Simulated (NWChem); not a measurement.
System: C3H2F2O2; SMILES FC1(F)OC=CO1

```xyz
9

F     -1.0683     0.0000     1.3458
C      0.0000     0.0000     0.5493
F      1.0683     0.0000     1.3458
O      0.0000    -1.1127    -0.2557
C      0.0000    -0.6655    -1.5550
C      0.0000     0.6655    -1.5550
O      0.0000     1.1127    -0.2557
H      0.0000    -1.4116    -2.3430
H      0.0000     1.4116    -2.3430
```
Atoms are numbered in this order, from 1.

Level: PBE0/def2-SVP (NWChem), optimised geometry, unscaled harmonic frequencies. 

```
frequency (cm⁻¹)  IR intensity (km/mol)
----------------  ---------------------
107                                 2.1
368                                 0.0
464                                10.9
555                                 0.6
566                                 0.0
622                                 8.8
731                                57.0
734                                 9.5
836                                 0.0
903                                 1.3
918                                 6.8
1079                                1.0
1130                                0.2
1139                              117.2
1231                               35.6
1268                              353.3
1329                              717.4
1382                               60.8
1730                               41.0
3321                               16.0
3346                                1.2
```

```json
{
 "zero_point_energy": "33.9 kcal/mol",
 "thermal correction to the enthalpy at 298.15 K (with zero-point energy)": "37.8 kcal/mol",
 "heat capacity Cv": "18.5 cal/(mol K)",
 "entropy at 298.15 K and 1 atm (symmetry number 2)": "73.0 cal/(mol K)",
 "dipole_moment": "3.06 D"
}
```

Rigid rotor and harmonic oscillator.
